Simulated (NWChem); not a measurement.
System: InH$_{3}$S$_{2}$; SMILES [SH][InH][SH]

```xyz
6

In     0.0000     0.0000    -0.4948
H      0.0000     0.0000    -2.2108
S     -1.9964     0.0000     0.8414
H     -2.8159     0.0000    -0.2335
S      1.9964     0.0000     0.8414
H      2.8159     0.0000    -0.2335
```
Atoms are numbered in this order, from 1.

Geometry: optimised at PBE0/def2-SVP. Not confirmed as a minimum by frequencies. def2 effective core potentials on In; no spin-orbit coupling.

Symmetry labels are those of C2v in the frame above (b1 and b2, or b-type labels, depend on it).

Task: List the 4 lowest vertical singlet excitations from B3LYP/def2-SVPD with def2 effective core potentials on In, TDA (NWChem).

Result: 
| state | energy (eV) | oscillator strength | symmetry | leading excitation (squared amplitude) |
|---|---|---|---|---|
| S1 | 4.57 | 0.000 | a2 | HOMO → LUMO+1 (0.99) |
| S2 | 4.73 | 0.041 | b1 | HOMO → LUMO (0.88) |
| S3 | 5.09 | 0.046 | b2 | HOMO−1 → LUMO+1 (0.98) |
| S4 | 5.22 | 0.006 | a1 | HOMO−1 → LUMO (0.88) |
